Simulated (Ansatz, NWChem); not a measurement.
The same job for Ansatz

NWChem 7.3.0 runs this on doublet [BHOF2]+:

run.py:
```python
from ase import Atoms
from ase.calculators.nwchem import NWChem

molecule = Atoms(['O', 'B', 'F', 'F', 'H'], positions=[
    [0.038630, 1.000750, 0.174310],
    [0.105760, -0.342460, 0.137210],
    [0.731030, -0.986880, 1.100700],
    [-0.439530, -1.051930, -0.843330],
    [-0.435890, 1.380520, -0.568880],
])

calc = NWChem(
    label='mymol',
    theory='dft',
    memory='2200 mb',
    basis='def2-SVPD',
    basispar='spherical bse',
    charge=1,
    dft={'xc': 'wb97x', 'mult': '2', 'grid': 'fine', 'convergence': 'energy 1e-08', 'iterations': '100', 'mulliken': None},
    task='energy',
)
molecule.calc = calc

e = molecule.get_potential_energy()
print(f"E = {e:.6f} eV")
```

```bash
$ export ASE_NWCHEM_COMMAND="nwchem PREFIX.nwi > PREFIX.nwo"
$ python run.py
```

Geometry: relaxed at PBE0-D4/def2-TZVP. That shape belongs to the parent species and isn't relaxed for this state.

It gives a total energy of -299.746707 Eh.

Write the same calculation for Ansatz 0.2.0 as an input file of the program's own.

This input was run:

in.yaml:
```yaml
crystal:
  periodic: [false, false, false]
  atoms:
    - {symbol: O, position_ang: [0.038630, 1.000750, 0.174310]}
    - {symbol: B, position_ang: [0.105760, -0.342460, 0.137210]}
    - {symbol: F, position_ang: [0.731030, -0.986880, 1.100700]}
    - {symbol: F, position_ang: [-0.439530, -1.051930, -0.843330]}
    - {symbol: H, position_ang: [-0.435890, 1.380520, -0.568880]}
basis:
  gaussian:
    orbitals: def2-SVPD
total_charge: 1
magnetization:
  spin_polarized: true
  initial_magnetization: 1
hamiltonian:
  xc: {name: wB97X}
accuracy: high
output:
  orbitals: {seedname: orbitals}
```

```bash
$ ansatz run in.yaml --threads 1 --pin off --max-ram 3480MiB --events-out events.jsonl --progress --plain --runs-dir runs
```

Its energy is -299.746728 Eh, 0.021 mEh from the first.
